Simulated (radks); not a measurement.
Question: Sm XXXIII, 30 electrons, occupied as [Ar] 3d10 4s2. All-electron calculation, scalar-relativistic Kohn-Sham, PBE, spin-unpolarised, spherical densities, point nucleus. Program: a radial shooting solver on a logarithmic mesh with Libxc functionals. Some entries of the table are withheld. Estimate them.

orbital,occ.,eigenvalue (eV),<r> (bohr)
1s,2,-47916.47,0.02274
2s,2,(1),0.09682
2p,6,(2),0.08527
3s,2,-2814.901,(3)
3p,6,(4),(5)
3d,10,-2219.033,0.2246
4s,2,(6),0.5096

Answer: 
(1) 2s eigenvalue (eV): -8837.343
(2) 2p eigenvalue (eV): -8017.961
(3) 3s <r> (bohr): 0.2509
(4) 3p eigenvalue (eV): -2558.011
(5) 3p <r> (bohr): 0.2482
(6) 4s eigenvalue (eV): -1320.271
